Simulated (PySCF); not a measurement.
## Molecular orbitals of AsP

PBE at R = 1.994 Å; PySCF, no relativity, basis sets As def2-SVP, P def2-SVP. State: ¹Σ⁺ (singlet), closed shell. Only the outer orbitals are listed, counted within each symmetry.

```csv
orbital,occ.,ε (eV),on As (%),main shells (%)
10σ,2,-16.68,54,"48 As s, 40 P s"
11σ,2,-11.58,48,"47 P s, 42 As s"
12σ,2,-6.89,48,"44 P p, 41 As p"
5π,2,-6.74,50,"49 P p, 49 As p"
5π,2,-6.74,50,"49 P p, 49 As p"
6π,0,-3.24,51,"50 As p, 48 P p"
6π,0,-3.24,51,"50 As p, 48 P p"
13σ,0,1.41,58,"52 As p, 40 P p"
```

Q: Which are the highest filled and the lowest empty level, where do they sit, and how wide is the gap?

A: Highest filled 5π at -6.74 eV (in %: 49 P p, 49 As p); lowest empty 6π at -3.24 eV (in %: 50 As p, 48 P p); the gap at PBE is 3.50 eV.

| Property | Result |
| --- | --- |
| bond order (Mayer) | 2.92 |
| ⟨S²⟩ | 0.000 |
| charge on As (Mulliken, basis-dependent) | 0.02 |
| charge on As (Löwdin, basis-dependent) | -0.04 |
| dipole moment (positive dipole means As(−)P(+)) | -0.49 D |
| polarisability along the bond | 67.7 bohr³ |
| polarisability across the bond | 26.3 bohr³ |
